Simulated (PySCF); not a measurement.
Compound: C6H5FN (doublet state).
Numbering: `[CH2:1]=[CH:2][C:3]1=[CH:4][C:5]([F:6])=[CH:7][N:8]1` (hydrogens: H9, H10 on C1; H11 on C2; H12 on C4; H13 on C7)

Structure used (GFN2-xTB), in Å, numbered top down from 1:
```xyz
13
C6H5FN angstrom
C      2.2738    0.8556   -0.6086
C      1.5695   -0.0077    0.1472
C      0.1569   -0.0881    0.0968
C     -0.6829   -0.9626    0.8494
C     -1.9478   -0.6540    0.4439
F     -3.0987   -1.1909    0.8494
C     -1.8391    0.3998   -0.5447
N     -0.5939    0.7206   -0.7369
H      1.7578    1.5173   -1.2824
H      3.3474    0.9085   -0.5631
H      2.0679   -0.6819    0.8315
H     -0.3679   -1.6915    1.5677
H     -2.6475    0.8752   -1.0679
```

The hyperfine couplings belong to this conformer and change with its torsions.

Method: UKS B3LYP, pcH-1 on C F H N, non-relativistic, mean-field spin-orbit, GIAO (PySCF). Geometry: GFN2-xTB, one conformer, isolated molecule. Couplings are sensitive to structure, and on GFN2-xTB geometries they can be far from those on DFT ones. Stability of the SCF solution: not tested. ⟨S²⟩ is 0.775 where a pure state has 0.75.

**Question.** What is the g tensor, term by term?

**Answer.** 
```csv
Δg (ppm),1,2,3
relativistic mass correction,-161,-161,-161
gauge correction,4,44,32
orbital Zeeman/spin–orbit,-28,467,1493
total,-185,350,1364
```

So g = 2.00213, 2.00267, 2.00368 and g_iso = 2.00283; the tensor is rhombic: the two nearest values differ by 35 % of g3 − g1. Axes: g1 is normal to the molecular plane, g2 points within 4° of the C2–C3 bond and g3 points within 10° of the C5–C7 bond.

**Question.** How much does each term add to the isotropic shift?

**Answer.** The orbital-Zeeman/spin–orbit term 644, the mass correction -161 and the gauge correction 27 ppm, for a total of 510 ppm. The orbital-Zeeman/spin–orbit term is the largest in size. The mass correction is the same along every axis, so the anisotropy comes from the other two: their spans along these axes are 40 (gauge) and 1522 ppm (orbital Zeeman/spin–orbit).

**Question.** What effective moment and Curie constant follow for a powder?

**Answer.** With the mean of g² = 4.0113 and S(S+1) = 0.75: μ_eff = √(⟨g²⟩S(S+1)) = 1.735 μB and χT = 0.12505·⟨g²⟩·S(S+1) = 0.376 cm³ K/mol (cgs; spin-Hamiltonian part alone).

**Question.** In a frozen sample, at which fields do the three g values resonate at 9.5, 34, 94 and 263 GHz (hyperfine left aside), and which band first spreads them over more than twice a line width of 0.5 mT?

**Answer.** 
```tsv
band	GHz	B(g3) mT	B(g2) mT	B(g1) mT	spread mT
X	9.5	338.75	338.92	339.02	0.26
Q	34.0	1212.38	1212.99	1213.32	0.94
W	94.0	3351.87	3353.57	3354.46	2.59
J	263.0	9378.10	9382.86	9385.36	7.26
```

The spread grows in proportion to the frequency. W band is the first where it exceeds 1.0 mT.

The largest Mulliken spin populations are on C1 (+0.43), C3 (+0.41), C7 (+0.26) and C5 (+0.23). Four atoms exceed +0.15. The positive populations add up to 1.37 and the negative ones to -0.37, together 2S = 1.

The HOMO–LUMO gaps are 5.05 eV among the α and 3.11 eV among the β orbitals.
